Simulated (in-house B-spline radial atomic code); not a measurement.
RPA and G0W0 on LDA exchange-only: V VI (V5+)

Configuration [Ne] 3s2 3p6, mean-field start LDA exchange-only. Computed with a B-spline radial code for spherical atoms: all electrons, non-relativistic, point nucleus, each spin shell either full or empty, empty states to l = 9 with an (l + 1/2)⁻⁴ tail; G0W0 by contour deformation at full frequency.

Command:
```bash
python run_gw.py task.json out
```
Settings (radii: box in bohr, nucleus in fm):
```
Z                        23
electrons                18
configuration            [Ne] 3s2 3p6
hamiltonian              nr
method                   lda,
lmax                     9
spin_polarised           False
box_radius               10.43
intervals                49
```

Cost of the run: 1.3 s on 1 thread of Arm Neoverse N1, on a shared host.

Energies (hartree):

```csv
term,value
mean-field total,-934.03461
Hartree-Fock functional on these orbitals,-937.05650
direct second order,-1.4116
second-order exchange,0.47028
SOSEX correction,0.42709
```

Problem. What is the RPA correlation energy, and what remains with SOSEX?

Solution. RPA gives -1.2252 hartree (-1.85 eV per electron); RPA + SOSEX gives -0.79811, and the second-order doubles -0.94133 hartree (no singles). SOSEX takes back 35 % of the RPA value.

Quasi-particle levels (eV):

```json
{"level": "3p", "occupied": "yes", "mean field": "-115.35", "Σx - vxc": "-13.00", "Σc": "?", "QP weight": "?", "G0W0": "?"}
{"level": "2p", "occupied": "yes", "mean field": "-581.53", "Σx - vxc": "-46.87", "Σc": "13.22", "QP weight": "0.855", "G0W0": "-615.18"}
{"level": "3d", "occupied": "no", "mean field": "-74.36", "Σx - vxc": "11.31", "Σc": "-3.21", "QP weight": "0.964", "G0W0": "-66.26"}
```

G0W0 = mean field + (Σx - vxc) + Σc, with Σc (partial-wave tail included) taken at the quasi-particle energy. Only the outer levels were computed. Levels of low weight are left out.

Problem. Where does G0W0 put 3p?

Solution. At -128.39 eV, with Σc = -0.03 eV and a quasi-particle weight of 0.947. The tabulated removal energy is 128.125 ± 0.025 eV (NIST, measured); the calculation leaves out relativity, Breit and QED terms, and what these don't explain is the method's own error.
